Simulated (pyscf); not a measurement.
## `[SiH3][NH][NH][SiH3]`, singlet

Gas-phase minimum from PySCF at ωB97X-D3(BJ)/def2-SVP, one conformer. H₃Si–NH–NH–SiH₃ lies 60.4 kcal/mol over its isomer H₂N–SiH₂–NH–SiH₃, and others may lie lower still (electronic energy, ωB97M-D3(BJ)). 

```xyz
12

Si    -1.5736     0.3126    -2.7181
N     -1.0580     0.7260    -1.1107
N      0.1711     1.3780    -0.9528
Si     1.5006     0.4831    -0.2804
H     -1.7465     1.5096    -3.6004
H     -2.8872    -0.3813    -2.5759
H     -0.5775    -0.5839    -3.3716
H     -1.6754     0.7499    -0.3037
H      0.1433     2.3918    -1.0197
H      1.8062    -0.7098    -1.1210
H      1.2309    -0.0046     1.1090
H      2.6663     1.4146    -0.2518
```
Charge 0, spin multiplicity 1.

Bonded distances (Å): Si1–N2 1.738, Si1–H5 1.497, Si1–H6 1.492, Si1–H7 1.491, N2–N3 1.400, N2–H8 1.016, N3–Si4 1.738, N3–H9 1.016, Si4–H10 1.491, Si4–H11 1.497, Si4–H12 1.492. Bond angles (°): N2–Si1–H5 112.9, N2–Si1–H6 106.5, N2–Si1–H7 110.5, H5–Si1–H6 109.0, H5–Si1–H7 107.4, H6–Si1–H7 110.5, Si1–N2–N3 118.4, Si1–N2–H8 124.0, N3–N2–H8 115.6, N2–N3–Si4 118.4, N2–N3–H9 115.7, Si4–N3–H9 124.1, N3–Si4–H10 110.5, N3–Si4–H11 112.9 (the first ones only).

Properties at ωB97X-D3(BJ)/def2-SVP:

```
Property                                                                                                                                                                                                                                                                               Value
---------------------------------------------------------------------------------------------------------------------  ---------------------------------------------------------------------------------------------------------------------------------------------------------------------
Harmonic wavenumbers, unscaled                                                                                         65, 128, 144, 194, 227, 311, 509, 636, 714, 730, 744, 853, 866, 939, 944, 963, 979, 1006, 1019, 1251, 1397, 1438, 2222, 2222, 2256, 2259, 2259, 2263, 3598, 3604 cm⁻¹
Zero-point energy                                                                                                                                                                                                                                                              52.5 kcal/mol
Rotational symmetry number                                                                                                                                                                                                                                                                 2
Entropy of this conformer at 298 K and 1 atm, rigid rotor and harmonic oscillator, modes under 100 cm⁻¹ raised to 100                                                                                                                                                        343.3 J/(mol K)
Dipole moment                                                                                                                                                                                                                                                                         1.43 D
```

Single-point totals, which compare only within one level:

| level | total energy (hartree) |
|---|---|
| ωB97X-D3(BJ)/def2-TZVP | -693.44751 |
| PBE/def2-TZVP | -692.90005 |
| r²SCAN/def2-TZVP | -693.22763 |
| B3LYP-D3(BJ)/def2-TZVP | -693.41799 |
| PBE0-D3(BJ)/def2-TZVP | -692.97786 |
| M06-2X/def2-TZVP | -693.25256 |
| ωB97M-D3(BJ)/def2-TZVP | -693.46121 |

Soft torsions are taken as harmonic, which can shift the entropy by several J/(mol K).
